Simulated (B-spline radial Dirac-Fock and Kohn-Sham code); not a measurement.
**What relativity does to the binding energies of Ar⁸⁺**

System: Ar⁸⁺ in the configuration [He] 2s2 2p6.

Both columns are ΔSCF binding energies of the configuration average from a radial B-spline solver: non-relativistic Hartree-Fock with a point nucleus, and Dirac-Fock with a finite nucleus and the Coulomb interaction alone, averaged over the two j levels with weights 2j+1.

```
shell  Hartree-Fock (eV)  Dirac-Fock (eV)  shift (eV)  shift (%)
   1s             3381.1           3395.3      +14.19      +0.42
   2s              495.7            498.4       +2.73      +0.55
   2p              421.5            421.9       +0.38      +0.09
```

Relativity binds 1s, 2s, 2p more strongly, among those listed most of all 2s in relative terms.

Values without a named source are computed, but for edge energies of neutral atoms, which are taken from tables.
